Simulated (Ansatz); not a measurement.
Ideal-gas functions of `Cl[SiH]1[BH][GeH2]1` at 800 K and 1 bar, from an Ansatz frequency run at PBE0-D4/def2-TZVP.

Molar mass 150.99 g/mol, point group Cs (symmetry number 1), electronic degeneracy 1, moments of inertia 24.269, 637.005, 661.27 u Å². Harmonic wavenumbers (cm⁻¹, unscaled): 18, 118, 186, 319, 422, 439, 500, 554, 694, 695, 747, 827, 888, 923, 2137, 2156, 2258, 2702.

Use S(trans) = R[1.5 ln M + 2.5 ln T − 1.1517]; rotational temperatures θ = 24.2544 K / I; S(rot) = R[ln(√π/σ · √(T³/θAθBθC)) + 1.5]; for each mode x = 1.438777 ν̃/T, S = R[x/(eˣ − 1) − ln(1 − e⁻ˣ)] and H = RT x/(eˣ − 1); 1 cm⁻¹ = 0.0119627 kJ/mol; R = 8.31446 J/(mol·K).

Question: By hand: the entropy, in J/(mol·K).

Answer: Translation 191.9. Rotation: θ = 0.9994, 0.0381, 0.0367 K, giving 127.9. Vibration, mode by mode: 36.84, 21.22, 17.46, 13.05, 10.80, 10.49, 9.47, 8.68, 6.99, 6.98, 6.46, 5.74, 5.25, 4.99, 0.88, 0.86, 0.74, 0.38, in all 167.3. Electronic 0.0. Sum 487.1 J/(mol·K).

Question: By hand: H − E and G − E in kJ/mol, counted from the electronic energy.

Answer: Zero-point energy ½ × 16583 × 0.0119627 = 99.2; thermal vibration 59.7; translation, rotation and pV give 4 RT = 26.6. H − E = 185.5 kJ/mol, and G − E = 185.5 − 800 × 487.1/1000 = -204.2 kJ/mol.

Vibration gives 34 % of the entropy, 58.1 J/(mol·K) of it from the modes under 150 cm⁻¹: soft modes count most, and the harmonic formula is weakest for them.
